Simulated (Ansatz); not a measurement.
C2H5FO2Si, SMILES `C=C(F)[SiH](O)O`. Total charge 0; spin multiplicity 1. All single points use the PBE0-D4/def2-TZVP geometry. It is one conformer, not always the lowest.

```xyz
11

C     0.639   -0.614    1.650
C     0.761   -0.410    0.349
F     2.002   -0.456   -0.212
Si   -0.608   -0.033   -0.883
O    -1.933    0.521   -0.108
O    -0.016    1.089   -1.920
H     1.495   -0.821    2.283
H    -0.346   -0.581    2.098
H    -1.056   -1.249   -1.590
H    -1.876    1.383    0.308
H     0.938    1.171   -1.976
```

**Question.** What is the dipole moment at PBE/def2-TZVPP? (Estimate.)

**Answer.** The calculation gave: 1.70 D, with components (0.65, 0.90, 1.29) D in this frame, pointing from negative to positive charge.

**Question.** And with r2SCAN, B3LYP, ωB97M-V? (Best estimate.)

**Answer.** Computed: r2SCAN 1.74 D, B3LYP 1.74 D, ωB97M-V 1.76 D.

**Question.** Give the Mulliken charges with PBE, B3LYP, r2SCAN in def2-TZVPP. (Best estimate.)

**Answer.** Ansatz gave: 
```json
{"atom": "C1", "PBE": "-0.23", "B3LYP": "-0.25", "r2SCAN": "-0.20"}
{"atom": "C2", "PBE": "0.07", "B3LYP": "0.08", "r2SCAN": "0.05"}
{"atom": "F3", "PBE": "-0.18", "B3LYP": "-0.23", "r2SCAN": "-0.22"}
{"atom": "Si4", "PBE": "0.54", "B3LYP": "0.66", "r2SCAN": "0.69"}
{"atom": "O5", "PBE": "-0.35", "B3LYP": "-0.39", "r2SCAN": "-0.41"}
{"atom": "O6", "PBE": "-0.35", "B3LYP": "-0.39", "r2SCAN": "-0.41"}
{"atom": "H7", "PBE": "0.10", "B3LYP": "0.12", "r2SCAN": "0.10"}
{"atom": "H8", "PBE": "0.10", "B3LYP": "0.11", "r2SCAN": "0.09"}
{"atom": "H9", "PBE": "-0.10", "B3LYP": "-0.10", "r2SCAN": "-0.10"}
{"atom": "H10", "PBE": "0.19", "B3LYP": "0.19", "r2SCAN": "0.21"}
{"atom": "H11", "PBE": "0.19", "B3LYP": "0.19", "r2SCAN": "0.21"}
```

B3LYP here is the variant with VWN-RPA as its local correlation; programs differ in this.
